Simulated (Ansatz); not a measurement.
A CCSD(T) single point on C₂H₈FNSi, SMILES `C[SiH](F)CN`.

```yaml
crystal:
  periodic: [false, false, false]
  atoms:
    - {symbol: C, position_ang: [-1.798224, -0.329671, 0.474883]}
    - {symbol: Si, position_ang: [0.007743, -0.674381, 0.701109]}
    - {symbol: F, position_ang: [0.228962, -2.261617, 0.844000]}
    - {symbol: C, position_ang: [1.031486, -0.053314, -0.739829]}
    - {symbol: N, position_ang: [1.007836, 1.408492, -0.688957]}
    - {symbol: H, position_ang: [-1.940376, 0.739359, 0.297110]}
    - {symbol: H, position_ang: [-2.374501, -0.614195, 1.357705]}
    - {symbol: H, position_ang: [-2.195173, -0.874711, -0.385157]}
    - {symbol: H, position_ang: [0.518264, -0.051134, 1.954767]}
    - {symbol: H, position_ang: [2.034535, -0.505666, -0.745314]}
    - {symbol: H, position_ang: [0.538855, -0.380304, -1.661936]}
    - {symbol: H, position_ang: [1.439796, 1.815156, -1.508555]}
    - {symbol: H, position_ang: [1.521096, 1.747188, 0.114877]}
basis:
  gaussian: {orbitals: def2-TZVPP}
correlation: {method: ccsd_t}
```

```sh
$ ansatz run in.yaml --threads 4 --pin off --events-out ev --progress --plain --max-ram 10444MiB
```

The program prints (abridged):

```
Functional definition: HF
1621 factors; integrals over basis functions are off by at most 1.1e-3 eV
mean field evaluation 1: about -14237.9247 eV, gradient 4.4e1 eV
mean field evaluation 2: about -14238.1447 eV, gradient 4.5e1 eV
mean field evaluation 4: about -14242.4641 eV, gradient 4.1e0 eV
mean field evaluation 8: about -14242.5267 eV, gradient 2.4e-1 eV
mean field evaluation 16: about -14242.5269 eV, gradient 2.8e-6 eV
mean field -14242.52692124 eV, -523.4032104242 hartree, gradient 2.8e-6 eV, S^2 0.000000; 0 other end points of the search recorded, 0 dependent functions left out
9 core orbitals not correlated: weight in the atoms' cores, before any rotation towards them, 1.000 or more for the frozen orbitals, at most 0.000 for the correlated occupied ones
reference -14242.52692124 eV, -523.4032104242 hartree; 16, 16 occupied and 253, 253 virtual orbitals, 1621 factors
second order -25.61235819 eV of doubles, -0.00000000 eV of singles
cycle   1  -26.16888121 eV  change   -5.6e-1 eV  update   9.7e-2
cycle   2  -26.72229796 eV  change   -5.5e-1 eV  update   2.8e-2
cycle   3  -26.83841999 eV  change   -1.2e-1 eV  update   1.3e-2
cycle   4  -26.83119920 eV  change    7.2e-3 eV  update   2.7e-3
cycle   5  -26.83041722 eV  change    7.8e-4 eV  update   1.0e-3
cycle   6  -26.83081193 eV  change   -3.9e-4 eV  update   2.7e-4
cycle   7  -26.83070040 eV  change    1.1e-4 eV  update   1.0e-4
cycle   8  -26.83065827 eV  change    4.2e-5 eV  update   3.7e-5
cycle   9  -26.83066772 eV  change   -9.5e-6 eV  update   1.6e-5
perturbative correction -0.93534901 eV, -0.0343734421 hartree
Total energy: -14270.29293797 eV, -524.4235927186 hartree
```

It took 5.3 min on 4 threads of an Arm Neoverse V1 on a shared host, with 8 GiB of host memory at the peak.

Correlation energy per correlated electron: -0.868 eV. T1 diagnostic: 0.0100.
